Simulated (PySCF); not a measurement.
Polarisability and C₆ of I⁻ (iodine, charge -1)

[Xe], closed-shell 1S. Computed with PySCF 2.14 in aug-cc-pVQZ-DK3, with scalar relativity by spin-free X2C-1e. Coupled (time-dependent) response in atomic units; α is the mean over directions.

| method | mean α (bohr³) | C₆ (like pair) | S(−4) |
| --- | --- | --- | --- |
| MN15 | 71.81 | 1030 | 1470 |

S(−4) is the Cauchy moment in α(ω) = α(0) + S(−4) ω² + …

α(iu) at MN15:

```tsv
u (hartree)	α(iu) (bohr³)
0	71.81
0.0500	68.40
0.100	60.48
0.200	43.72
0.300	31.59
0.500	18.12
0.750	10.59
1.00	6.970
1.50	3.765
2.00	2.417
3.00	1.286
5.00	0.5609
```

A single London oscillator, α(iu) = α/(1 + u²/ω²), gives C₆ = (3/4) ω α². Matching the computed C₆ needs ω = 4 × 1030 / (3 × 71.81²) = 0.266 hartree.

For an ion, C₆ is the dispersion term alone; charge-induced terms of lower order in 1/R come first.
